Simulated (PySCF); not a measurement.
A series of substituents X on one scaffold: vinyl-X. All species are isolated molecules in the gas phase. One relaxed conformer stands for each flexible species; it need not be the lowest. Strings in code marks are SMILES.

The four lowest singlet excitations (Tamm–Dancoff). Computed with PySCF with PBE-D3(BJ)/def2-TZVP // B3LYP-D3(BJ)/def2-TZVP. Excitations are Tamm–Dancoff values on a coarser integration grid. The basis has no diffuse functions, so Rydberg states are missing or too high.

```
state  energy (eV)  wavelength (nm)  oscillator strength
-----  -----------  ---------------  -------------------
S1            5.66              219                0.000
S2            5.73              216                0.000
S3            6.07              204                0.162
S4            6.57              189                0.000
```

Q: Which member gives these states?
A. `C=CBr`
B. `C=COC` (C–C–O–C torsion 178°)
C. `C=C[SiH3]`
D. `C=CC(N)=O` (C–C–C–O torsion 0°)

A: A, `C=CBr`
